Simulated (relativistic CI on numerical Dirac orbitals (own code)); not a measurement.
Slater and spin-orbit integrals, Lu51+

Computed by Dirac-Coulomb-Breit CI, separate exchange-only KLI orbitals for each configuration, model QED, unscaled Slater integrals (own radial code, finite nucleus).

Slater integrals F^k, G^k are unscaled and averaged over j, outside the closed core [Ne]; ζ comes from projecting the Hamiltonian with its Breit term on Σ l·s of the shell.

- 3s2 3p6 3d2: F^2(3d,3d) = 586840, F^4(3d,3d) = 379600, ζ(3d) = 200990 cm⁻¹; <r>(3d) = 0.1747, <r^2>(3d) = 0.03529 (bohr units).
- 3s2 3p5 3d3: ζ(3p) = 1.481e+06, F^2(3d,3d) = 586020, F^4(3d,3d) = 379050, F^2(3p,3d) = 503050, G^1(3p,3d) = 528950, G^3(3p,3d) = 355230, ζ(3d) = 199340 cm⁻¹; <r>(3p) = 0.1964, <r^2>(3p) = 0.04468, <r>(3d) = 0.1749, <r^2>(3d) = 0.03538 (bohr units).
- 3s 3p6 3d3: F^2(3d,3d) = 585690, F^4(3d,3d) = 378830, G^2(3s,3d) = 405170, ζ(3d) = 200200 cm⁻¹; <r>(3s) = 0.1999, <r^2>(3s) = 0.04568, <r>(3d) = 0.175, <r^2>(3d) = 0.03542 (bohr units).

Question: Give the Racah parameters of the d shell in 3s2 3p6 3d2.

Answer: B = F²/49 − 5F⁴/441 = 7673 cm⁻¹ and C = 35F⁴/441 = 30127 cm⁻¹.

Averages of the first 10 configurations, taken without configuration mixing, which lowers the lowest level and can move excited configurations by several eV; other configurations of the list can lie among them:

```tsv
Configuration	Parity	States	Average energy above the lowest level (eV)
3s2 3p6 3d2	even	45	80.9
3s2 3p5 3d3	odd	720	481.4
3s 3p6 3d3	even	240	874.4
3s2 3p6 3d 4s	even	20	1913.6
3s2 3p6 3d 4p	odd	60	2063.0
3s2 3p6 3d 4d	even	100	2225.0
3s2 3p5 3d2 4s	odd	540	2303.7
3s2 3p6 3d 4f	odd	140	2343.5
3s2 3p5 3d2 4p	even	1620	2453.5
3s2 3p5 3d2 4d	odd	2700	2614.8
```
